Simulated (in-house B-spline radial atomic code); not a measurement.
Values are calculated unless marked as measured or tabulated.
## Building a PAW p channel for Rb, r_c = 1.62 bohr

Rb, [Kr] 5s1, non-relativistic PBE, spherical and spin-unpolarised, from a B-spline radial code for spherical atoms (atomic units; all potentials screened as in the neutral atom).

Two all-electron partial waves φ1, φ2 are integrated outwards at E1 = ε(4p) = -0.589612 and E2 = E1 + 2 hartree; φ1 is the bound orbital and φ2 has unit norm inside r_c = 1.6202 bohr. Smooth partners are polynomials, r^2(a0 + a1 r² + a2 r⁴ + a3 r⁶), matched to φ and three derivatives at r_c, with no condition on the norm. The local potential is -10.1053 + (8.52248) r² + (-3.14096) r⁴ + (0.437032) r⁶ inside 1.3265 bohr and the all-electron one outside.

| wave | φ(r_c) | φ'(r_c) | a0 | a1 | a2 | a3 |
| --- | --- | --- | --- | --- | --- | --- |
| 1 | 0.8193205 | -0.2367228 | 1.104192 | -0.5039999 | 0.09505146 | -0.006857441 |
| 2 | 0.179313 | -3.166124 | 2.950301 | -2.050161 | 0.4589786 | -0.03665434 |

Inside r_c the overlaps are <φi φj> = [[0.48736, 0.63791], [0.63791, 1.00000]] and, for the smooth waves, [[0.53055, 0.73803], [0.73803, 1.23170]]. With χj = (Ej − T − V_local) applied to smooth wave j, the program's quadrature gives the matrix B_ij = <smooth i, χj> as [[0.57673, 1.38101], [1.18077, 2.92044]].

Question: Check the match of the first wave, and find the augmentation charges q_ij.

Answer: At r_c the four terms are 2.89856, -3.47300, 1.71937, -0.32562, which sum to 0.8193, φ1(r_c) to rounding. q_ij is the all-electron overlap less the smooth one: [[-0.04318, -0.10012], [-0.10012, -0.23170]]. The smooth first wave has a norm of 0.5305 inside r_c against 0.4874, so q11 is negative and must stay small enough for the overlap operator to be positive.

Question: B isn't symmetric. Show that D_ij = B_ij + Ej q_ij is.

Answer: Integrating by parts gives B12 − B21 = (E1 − E2) q12: 1.38101 − (1.18077) = 0.20024, and −2 × (-0.10012) = 0.20024. So D12 = 1.38101 + (1.410388)(-0.10012) = 1.23980 and D21 = 1.18077 + (-0.589612)(-0.10012) = 1.23980; D11 = 0.60219, D22 = 2.59365. The projectors, p = (B⁻¹)ᵀ χ, are dual to the smooth waves; det B = 0.054.

Solving (T + V_local + Σ p D p) ψ = E (1 + Σ p q p) ψ in a sphere of 9 bohr gives these levels:

```tsv
all-electron	one projector	two projectors
-0.589612	-0.589612	-0.589612
0.010180	0.009832	0.010177
0.294036	0.292358	0.294026
0.735153	0.729243	0.735142
1.330220	1.312540	1.330220
```

Question: What does the second projector gain?

Answer: With one projector the errors are 0.00, -0.35, -1.68, -5.91, -17.68 millihartree. With two the errors are 0.00, 0.00, -0.01, -0.01, 0.00 millihartree. The scattering is exact at E1 and at E2 = 1.410, and over all levels compared the largest error is 0.011 millihartree. The lowest eigenvalue of the overlap operator is 0.7977 with one and 0.5941 with two projectors. The smooth orbital alone needs a cutoff of 7.07 hartree for 1 millihartree of kinetic energy, against 16.1 for a norm-conserving Troullier-Martins orbital of the same radius; part of the gain comes from giving up the norm, part from the simpler form.
